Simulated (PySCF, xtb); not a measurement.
BClH, SMILES [BH]Cl (connectivity only; charge and spin as stated), charge +1, multiplicity 1.

Harmonic wavenumbers (cm⁻¹) from GFN2-xTB in xtb at its own minimum, in rising order: 648, 648, 1273, 2716.

Problem. What does TPSSh-D3(BJ)/def2-TZVPD in PySCF give at its own minimum? (Estimate from the structure and the level; the computed values follow.)

Solution. 714, 714, 1128, 2856. Paired by order, the mean absolute difference is 104 cm⁻¹ and the zero-point energies are 7.6 and 7.7 kcal/mol.
